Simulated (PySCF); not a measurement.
Isomers of C6H6NP.

All values: PBE0/pcSseg-1 (PySCF) at GFN2-xTB geometries, gas phase, one conformer each.

Task: Rank by HOMO energy, highest first.
A. `[CH:1]1=[CH:2][P:3]1[n:4]1[cH:5][cH:6][cH:7][cH:8]1` with C2–P3–N4–C5 160°
B. `[CH2:1]=[CH:2][c:3]1[cH:4][p:5][cH:6][cH:7][n:8]1` with C1–C2–C3–C4 180°
C. `[CH2:1]=[CH:2][c:3]1[n:4][cH:5][cH:6][cH:7][p:8]1` with C1–C2–C3–N4 0°
D. `[CH2:1]=[CH:2][c:3]1[cH:4][n:5][cH:6][cH:7][p:8]1` with C1–C2–C3–C4 180°
E. `c1c(pcn1C)C#C`

Result: A (-6.20 eV), E (-6.48 eV), C (-6.84 eV), D (-7.04 eV), B (-7.18 eV).

Task: Rank by HOMO–LUMO gap, highest first.
A. `[CH:1]1=[CH:2][P:3]1[n:4]1[cH:5][cH:6][cH:7][cH:8]1` with C2–P3–N4–C5 160°
B. `[CH2:1]=[P:2][c:3]1[cH:4][cH:5][cH:6][n:7][cH:8]1` with C1–P2–C3–C4 -45°
C. `[CH2:1]=[CH:2][c:3]1[cH:4][n:5][cH:6][cH:7][p:8]1` with C1–C2–C3–C4 180°
D. `C#Cc1cn(C)cp1`
E. `[CH2:1]=[CH:2][c:3]1[cH:4][p:5][cH:6][cH:7][n:8]1` with C1–C2–C3–C4 180°

Result: D (5.99 eV), A (5.48 eV), B (5.27 eV), E (5.00 eV), C (4.64 eV).

Task: Rank by the lowest Hirshfeld charge on any atom, lowest value first.
A. `C#Cc1cn(C)cp1`
B. `[CH2:1]=[CH:2][c:3]1[cH:4][p:5][cH:6][cH:7][n:8]1` with C1–C2–C3–C4 180°
C. `[CH2:1]=[P:2][c:3]1[cH:4][cH:5][cH:6][n:7][cH:8]1` with C1–P2–C3–C4 -45°
D. `[CH:1]1=[CH:2][P:3]1[n:4]1[cH:5][cH:6][cH:7][cH:8]1` with C2–P3–N4–C5 160°

Result: C (-0.160 e), B (-0.137 e), A (-0.125 e), D (-0.099 e).

All values together:

```json
{"SMILES": "C=Cc1ncccp1", "μ (D)": "1.38", "HOMO (eV)": "-6.84", "LUMO (eV)": "-1.94", "lowest IAO charge (e)": "-0.344 (C)", "highest IAO charge (e)": "+0.315 (P)", "lowest Hirshfeld charge (e)": "-0.133 (N)", "highest Hirshfeld charge (e)": "+0.086 (P)"}
{"SMILES": "C=Cc1cpccn1", "μ (D)": "0.28", "HOMO (eV)": "-7.18", "LUMO (eV)": "-2.18", "lowest IAO charge (e)": "-0.419 (C)", "highest IAO charge (e)": "+0.431 (P)", "lowest Hirshfeld charge (e)": "-0.137 (N)", "highest Hirshfeld charge (e)": "+0.129 (P)"}
{"SMILES": "C#Cc1cn(C)cp1", "μ (D)": "4.51", "HOMO (eV)": "-6.48", "LUMO (eV)": "-0.49", "lowest IAO charge (e)": "-0.336 (C)", "highest IAO charge (e)": "+0.285 (P)", "lowest Hirshfeld charge (e)": "-0.125 (C)", "highest Hirshfeld charge (e)": "+0.087 (H)"}
{"SMILES": "C=Cc1cnccp1", "μ (D)": "1.07", "HOMO (eV)": "-7.04", "LUMO (eV)": "-2.40", "lowest IAO charge (e)": "-0.403 (C)", "highest IAO charge (e)": "+0.405 (P)", "lowest Hirshfeld charge (e)": "-0.156 (N)", "highest Hirshfeld charge (e)": "+0.139 (P)"}
{"SMILES": "C1=CP1n1cccc1", "μ (D)": "2.00", "HOMO (eV)": "-6.20", "LUMO (eV)": "-0.72", "lowest IAO charge (e)": "-0.311 (C)", "highest IAO charge (e)": "+0.607 (P)", "lowest Hirshfeld charge (e)": "-0.099 (C)", "highest Hirshfeld charge (e)": "+0.186 (P)"}
{"SMILES": "C=Pc1cccnc1", "μ (D)": "2.55", "HOMO (eV)": "-7.29", "LUMO (eV)": "-2.02", "lowest IAO charge (e)": "-0.563 (C)", "highest IAO charge (e)": "+0.408 (P)", "lowest Hirshfeld charge (e)": "-0.160 (N)", "highest Hirshfeld charge (e)": "+0.121 (P)"}
```

Conformers: `[CH2:1]=[CH:2][c:3]1[n:4][cH:5][cH:6][cH:7][p:8]1` with C1–C2–C3–N4 0°; `[CH2:1]=[CH:2][c:3]1[cH:4][p:5][cH:6][cH:7][n:8]1` with C1–C2–C3–C4 180°; `[CH2:1]=[CH:2][c:3]1[cH:4][n:5][cH:6][cH:7][p:8]1` with C1–C2–C3–C4 180°; `[CH:1]1=[CH:2][P:3]1[n:4]1[cH:5][cH:6][cH:7][cH:8]1` with C2–P3–N4–C5 160°; `[CH2:1]=[P:2][c:3]1[cH:4][cH:5][cH:6][n:7][cH:8]1` with C1–P2–C3–C4 -45°.
